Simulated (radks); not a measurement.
Results of a calculation; reference values are marked as such.
How relativity changes the ionisation of the neodymium ion Nd3+ ([Xe] 4f3) to Nd4+ ([Xe] 4f2). Spin-unpolarised spherical Kohn-Sham, PBE, point nucleus unless stated (finite: rms radius 4.9123 fm), a radial shooting solver on a logarithmic mesh with Libxc functionals. A level marked "c x" has the speed of light scaled by that factor and shares open shells by 2j + 1; other Dirac levels either fill j = l - 1/2 first or share by 2j + 1.

level	E(Nd3+) (hartree)	E(Nd4+) (hartree)	IE (eV)	HOMO	<r> HOMO (bohr)
non-rel.	-9284.8740	-9283.2555	44.043	4f	0.9272
scalar-rel.	-9622.5499	-9621.0756	40.116	4f	0.9726
scalar-rel., finite nucleus	-9622.0268	-9620.5525	40.118	4f	0.9726
Dirac, 2j+1 shares	-9628.4428	-9626.9714	40.039	4f7/2	0.9773
Dirac, low j first	-9628.4720	-9626.9931	40.242	4f5/2	0.9691
Dirac, 2j+1 shares, finite nucleus	-9627.9171	-9626.4457	40.040	4f7/2	0.9773
Dirac, c x 0.75	-9951.9861	-9950.6279	36.959	4f7/2	1.026
Dirac, c x 5	-9297.3926	-9295.7800	43.882	4f7/2	0.9290
Dirac, c x 10	-9287.9953	-9286.3782	44.002	4f7/2	0.9276

NIST Atomic Spectra Database: 40.60 eV (semi-empirical). The relativistic part of the total energy of Nd3+ is -343 hartree (Dirac, 2j+1 shares, finite nucleus), 3.7 % of the non-relativistic value. Spin polarisation and multiplet splitting of open shells are left out at every level.

Beside tabulated values, note that relativity, absent from the non-relativistic runs, is large for the heavy elements, and spin-unpolarised runs miss the spin-polarisation part of the exchange energy of open shells. No tabulated value is given for the 4+ ions of Nd, Pm and Eu to Yb, where it belongs to another shell than the one emptied here.
